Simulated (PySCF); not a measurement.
CCl3, SMILES Cl[C](Cl)Cl, multiplicity 2. Coordinates come from a PBE-D3(BJ)/def2-SVP optimisation. The isomer is the one that the SMILES or the coordinates give; other isomers of the formula were not compared.

Problem. Give the equilibrium geometry at PBE-D3(BJ)/def2-SVP (PySCF confirms it by a frequency run) as bond lengths and angles, and its point group. (Estimate from the structure and the level; the computed values follow.)

Solution. point group C3v.
Atoms: Cl1 C2 Cl3 Cl4. Bonded distances (Å): Cl1–C2 1.729, C2–Cl3 1.729, C2–Cl4 1.729. Bond angles (°): Cl1–C2–Cl3 116.7, Cl1–C2–Cl4 116.7, Cl3–C2–Cl4 116.7.
Charge 0, spin multiplicity 2.
